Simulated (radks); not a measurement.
The numbers below are computed, except where a source is named.
Spherical quantum dot in the effective-mass picture: electrons in a parabolic well V = omega^2 r^2 / 2 with omega = 0.648, with a point charge +2 (a donor) at the centre, all in effective atomic units (hartree* = m*/eps^2 hartree, bohr* = eps/m* bohr), one dielectric constant everywhere. Level of theory: non-relativistic Kohn-Sham, LDA (Slater exchange, Perdew-Wang correlation), spin-polarised, spherical densities (a radial shooting solver with Libxc functionals). Levels are named by radial order and angular momentum (1s, 1p, 1d, 2s, ...), and open shells are averaged over m. Results are scaled to m* = 0.356 and eps = 12, for which hartree* = 67.27 meV and bohr* = 1.784 nm. At N = 2 the configuration is 1s2. Does electron 3 go into 1p up or 2s up?

Answer. Into 1p up. The total energies of the other choices lie higher by 14.9 meV (2s up).
